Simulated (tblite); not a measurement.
Compound: C5H10Cl2SSi.
Bonds: C1–C2, C2–Si3, Si3–C4, C4–Cl5, C4–Cl6, Si3–C7, C7–S8, S8–C9, Si3–C9. Hydrogens: H10, H11, H12 on C1; H13, H14 on C2; H15 on C4; H16, H17 on C7; H18, H19 on C9.

Computed with GFN2-xTB (tblite), gas phase: L-BFGS steps from a force-field or distance-geometry start until the largest atomic force falls under 0.01 eV/Å.

Step 51: E = -811.8357 eV
```
atom  x, y, z in Å  |  force x, y, z in eV/Å
C1      2.4191    0.1677    0.2291    0.019   0.005   0.005
C2      1.2269   -0.5231    0.8899    0.042   0.016  -0.011
Si3    -0.4177   -0.1201    0.0326    0.022   0.017   0.030
C4     -0.8402    1.7660    0.1041    0.003   0.017  -0.010
Cl5    -0.7100    2.3205    1.7885   -0.003  -0.006  -0.010
Cl6     0.2617    2.7126   -0.9248   -0.029  -0.035   0.008
C7     -0.7821   -0.7621   -1.7327   -0.032  -0.006   0.002
S8     -2.3719   -1.5289   -1.2023    0.010  -0.027   0.004
C9     -1.9745   -1.1077    0.5441   -0.018  -0.006  -0.030
H10     2.5063   -0.1237   -0.8151    0.001   0.010   0.024
H11     3.3438   -0.0968    0.7379   -0.016  -0.013   0.001
H12     2.3065    1.2469    0.2726    0.017  -0.014  -0.002
H13     1.3940   -1.6015    0.8928   -0.022   0.006  -0.014
H14     1.1700   -0.2131    1.9344   -0.002  -0.004  -0.012
H15    -1.8499    2.0073   -0.2276    0.000   0.019   0.015
H16    -0.9646   -0.0250   -2.5084    0.004   0.011  -0.023
H17    -0.1215   -1.5299   -2.1240    0.011  -0.003   0.008
H18    -2.7974   -0.5607    0.9921   -0.012   0.011   0.013
H19    -1.8083   -2.0193    1.1094    0.006   0.001   0.002
```

Step 52: E = -811.8361 eV
```
atom  x, y, z in Å  |  force x, y, z in eV/Å
C1      2.4197    0.1679    0.2287    0.015   0.003   0.008
C2      1.2260   -0.5232    0.8868    0.037   0.016  -0.013
Si3    -0.4207   -0.1202    0.0319    0.037   0.039   0.039
C4     -0.8397    1.7681    0.1058   -0.001   0.006  -0.011
Cl5    -0.7050    2.3222    1.7894    0.001  -0.009   0.005
Cl6     0.2623    2.7123   -0.9240   -0.016  -0.031  -0.002
C7     -0.7830   -0.7637   -1.7328   -0.038  -0.002   0.019
S8     -2.3670   -1.5416   -1.2019    0.004  -0.024   0.006
C9     -1.9768   -1.1090    0.5436    0.001   0.004  -0.044
H10     2.5124   -0.1241   -0.8151   -0.010   0.012   0.028
H11     3.3427   -0.0959    0.7412   -0.017  -0.010   0.002
H12     2.3053    1.2468    0.2722    0.022  -0.011  -0.007
H13     1.3932   -1.6014    0.8894   -0.024  -0.001  -0.017
H14     1.1691   -0.2142    1.9317   -0.003  -0.003  -0.010
H15    -1.8488    2.0152   -0.2232   -0.009   0.005   0.009
H16    -0.9705   -0.0262   -2.5062    0.000   0.017  -0.041
H17    -0.1182   -1.5267   -2.1243    0.023  -0.012  -0.003
H18    -2.8016   -0.5605    0.9854   -0.023   0.011   0.019
H19    -1.8093   -2.0165    1.1142    0.002  -0.009   0.011
```

Step 53: E = -811.8366 eV
```
atom  x, y, z in Å  |  force x, y, z in eV/Å
C1      2.4195    0.1683    0.2283    0.012   0.002   0.012
C2      1.2250   -0.5237    0.8835    0.016   0.012  -0.011
Si3    -0.4236   -0.1196    0.0312    0.032   0.047   0.030
C4     -0.8382    1.7708    0.1076   -0.008  -0.008  -0.005
Cl5    -0.6970    2.3222    1.7913    0.005  -0.008   0.018
Cl6     0.2645    2.7111   -0.9230    0.000  -0.020  -0.017
C7     -0.7845   -0.7653   -1.7331   -0.028  -0.001   0.017
S8     -2.3592   -1.5613   -1.2008    0.010  -0.007   0.015
C9     -1.9794   -1.1100    0.5426    0.010   0.004  -0.035
H10     2.5186   -0.1254   -0.8143   -0.019   0.013   0.026
H11     3.3404   -0.0927    0.7456   -0.012  -0.008   0.004
H12     2.3015    1.2468    0.2700    0.030  -0.007  -0.010
H13     1.3916   -1.6019    0.8847   -0.022  -0.005  -0.018
H14     1.1673   -0.2167    1.9288    0.000  -0.001  -0.006
H15    -1.8466    2.0259   -0.2173   -0.014  -0.013   0.004
H16    -0.9793   -0.0273   -2.5048   -0.005   0.002  -0.036
H17    -0.1123   -1.5213   -2.1267    0.017  -0.001  -0.004
H18    -2.8073   -0.5590    0.9764   -0.018  -0.003   0.009
H19    -1.8106   -2.0117    1.1226   -0.005   0.001   0.008
```

Q: Estimate the geometry and energy of step 54. (The exact step hangs on the optimiser's Hessian estimate; all steps are aligned on step 53, rigid shifts and turns removed.)

A: E = -811.8370 eV, largest force 0.042 eV/Å
```
atom  x, y, z in Å  |  force x, y, z in eV/Å
C1      2.4204    0.1678    0.2284    0.003  -0.001   0.013
C2      1.2246   -0.5234    0.8806   -0.012   0.006  -0.007
Si3    -0.4253   -0.1162    0.0315    0.014   0.039   0.009
C4     -0.8401    1.7744    0.1081   -0.010  -0.013   0.006
Cl5    -0.6942    2.3241    1.7922    0.009  -0.006   0.024
Cl6     0.2630    2.7110   -0.9236    0.013  -0.010  -0.027
C7     -0.7852   -0.7663   -1.7323   -0.006   0.011   0.022
S8     -2.3552   -1.5681   -1.1996   -0.014  -0.007  -0.001
C9     -1.9798   -1.1105    0.5416    0.026   0.017  -0.017
H10     2.5229   -0.1255   -0.8136   -0.022   0.007   0.011
H11     3.3389   -0.0942    0.7483    0.008  -0.008   0.012
H12     2.3022    1.2457    0.2699    0.032   0.011  -0.009
H13     1.3877   -1.6021    0.8790   -0.016  -0.006  -0.017
H14     1.1661   -0.2191    1.9266    0.005   0.000   0.000
H15    -1.8481    2.0347   -0.2135   -0.017  -0.027  -0.001
H16    -0.9798   -0.0306   -2.5063   -0.015   0.003  -0.034
H17    -0.1101   -1.5208   -2.1230    0.027  -0.005  -0.008
H18    -2.8093   -0.5616    0.9751   -0.024   0.001   0.003
H19    -1.8082   -2.0100    1.1233   -0.001  -0.010   0.019
```

The energy changes by -0.0004 eV. The first-order estimate −F·Δx gives -0.0006 eV and the mean of the old and new forces, exact on a quadratic surface, -0.0004 eV. The step makes an angle of 76° with the force vector and moves no atom by more than 0.010 Å.

The cost below is that of the whole relaxation. The run took 1.2 s wall on an Arm Neoverse V1 with one thread, shared host.
